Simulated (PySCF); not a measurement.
PySCF 2.14 output of a UHF calculation on a single atom or ion in 6-31G*, with no relativity, point nucleus:

```
SCF conv_tol = 1e-09
number electrons alpha = 17  beta = 15
cycle= 1 E= -2233.55421112685  delta_E= -0.00323  |g|= 0.0199  |ddm|= 0.0628
cycle= 2 E= -2233.55457786337  delta_E= -0.000367  |g|= 0.00678  |ddm|= 0.0214
cycle= 3 E= -2233.55462676819  delta_E= -4.89e-05  |g|= 0.000255  |ddm|= 0.0114
cycle= 4 E= -2233.55462683012  delta_E= -6.19e-08  |g|= 0.000105  |ddm|= 0.000715
cycle= 5 E= -2233.5546268355  delta_E= -5.38e-09  |g|= 2.07e-05  |ddm|= 0.000206
cycle= 6 E= -2233.55462683608  delta_E= -5.86e-10  |g|= 2.08e-06  |ddm|= 0.000105
converged SCF energy = -2233.55462683608  <S^2> = 2.0081698  2S+1 = 3.0054416
```

The run itself started from symmetry-adapted Hartree-Fock orbitals and held the occupation by maximum overlap, so the iterations belong to that start.

Which element, charge and spin multiplicity is this?

As+ (arsenic, charge +1), multiplicity 3; the state was [Ar] 3d10 4s2 4p2, high-spin 3P determinant.
